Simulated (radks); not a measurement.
Task: All-electron atom: Cl3+ in [Ne] 3s1.75 3p2.25 (fractional occupations, a model configuration). All-electron calculation, Dirac Kohn-Sham, B86b exchange with PBE correlation, spin-unpolarised, spherical densities, finite nucleus; open shells fill j = l - 1/2 first; Fermi nuclear charge, rms radius 3.3654 fm. Program: a radial shooting solver on a logarithmic mesh with Libxc functionals.

Spin-orbit splittings of the eigenvalues, e(l+1/2) - e(l-1/2), with zeta = 2 splitting/(2l+1) and mean radii in bohr:

| shell | occ. | splitting (eV) | zeta (eV) | <r> j=l-1/2 | <r> j=l+1/2 |
|---|---|---|---|---|---|
| 2p | 6 | 1.708 | 1.139 | 0.4039 | 0.4063 |
| 3p | 2.25 | ? | ? | 1.512 | 1.517 |
| 3d | 0 | 0.01150 | 0.004601 | 1.817 | 1.818 |

Estimate the 3p splitting.

Result: 0.1851 eV (zeta = 0.1234 eV).
